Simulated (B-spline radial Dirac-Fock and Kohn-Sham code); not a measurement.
Relativistic shifts of the levels of Tl⁷⁷⁺

System: thallium as Tl⁷⁷⁺, 1s2 2s2.

Both columns are ΔSCF binding energies of the configuration average from a radial atomic solver: non-relativistic Hartree-Fock with a point nucleus, and Dirac-Fock with a finite nucleus and the Coulomb interaction alone, averaged over the two j levels with weights 2j+1.

```tsv
shell	Hartree-Fock (eV)	Dirac-Fock (eV)	shift (eV)	shift (%)
1s	87028.5	96129.8	+9101.29	+10.46
2s	21120.7	23905.7	+2785.00	+13.19
```

Relativity binds 1s, 2s more strongly, among those listed most of all 2s in relative terms.

Values without a named source are computed, but for edge energies of neutral atoms, which are taken from tables.
